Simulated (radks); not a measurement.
All-electron atom: Be I in [He] 2s2.

All-electron calculation, Dirac Kohn-Sham, SOGGA, spin-unpolarised, spherical densities, finite nucleus; Fermi nuclear charge, rms radius 2.519 fm. Program: a radial shooting solver on a logarithmic mesh with Libxc functionals.

Energy parts (hartree):
total: -14.51229
kinetic: 14.44646
electron-nucleus: -33.50726
Hartree: 7.13706
exchange-correlation: -2.58855

Orbitals (lengths in bohr, moments of r in powers of bohr; r(90%) holds 90 % of the orbital's charge):
\begin{tabular}{lrrrr}
orbital & occ. & eigenvalue (hartree) & r(90%) & small-component weight \\ \hline
1s1/2 & 2 & -3.86875 & 0.761 & 1.78e-04 \\
2s1/2 & 2 & -0.20109 & 4.15 & 1.47e-05 \\
\end{tabular}

The highest occupied level is 2s1/2 at -5.472 eV. Summed over all electrons, <r^2> = 16.94 bohr^2, which gives a Langevin (diamagnetic) susceptibility term of -13.4 x 10^-6 cm^3/mol. The density falls to 0.001 e/bohr^3 at r = 4.13 bohr. For comparison, the ionisation energy in NIST's Atomic Spectra Database is 9.323 eV (measured). In exact Kohn-Sham theory the highest level is minus the ionisation energy, but local and semilocal functionals leave it too shallow, through self-interaction and a potential that decays too fast; potentials with the right tail come closer. The electron density at the nucleus is 35.56 e/bohr^3.
